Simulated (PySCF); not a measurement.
F4H2SSi2. Atoms are numbered in the order given.

```xyz
9

Si     1.8004     0.3129     1.0192
F      2.1907    -1.2265     0.6952
S      0.5954     1.1214    -0.5876
Si    -1.1159    -0.0920    -0.3918
F     -2.4423     0.7933    -0.2439
F     -0.9981    -1.0264     0.9110
F     -1.3301    -1.0440    -1.6604
H      1.0858     0.3521     2.3112
H      3.0231     1.1454     0.9887
```

Coordinates come from a B3LYP-D3(BJ)/def2-SVP optimisation. This is a generated structure with no PubChem entry under its InChIKey; it may be hypothetical. One conformer was computed; it need not be the lowest.

Computed with PySCF with PBE/def2-TZVP.

The molecule is in vacuum.

```json
{
  "total_energy": "-1377.45055 hartree",
  "highest_occupied_level": "-7.48 eV",
  "lowest_empty_level": "-1.48 eV",
  "orbital_gap": "6.00 eV",
  "dipole_moment": "2.14 D",
  "quadrupole, principal values (traceless, Buckingham form, about the centre of nuclear charge)": "-5.91, 0.35, 5.55 D·Å",
  "mean_static_polarisability": "65.9 bohr³ (9.77 Å³)",
  "polarisability_principal_values": "53.9, 62.6, 81.3 bohr³"
}
```
